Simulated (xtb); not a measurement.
A geometry relaxed with GFN2-xTB (xtb), charge 0, multiplicity 1:

```xyz
5

C      0.1084    -0.1287    -0.0484
H      2.0405     1.0185    -0.1186
S     -1.3119    -1.0453     0.0625
H     -1.9843    -0.3156    -0.8343
C      1.1473     0.4711    -0.0721
```

**Question.** Write the SMILES of this molecule.

**Answer.** `C#CS`
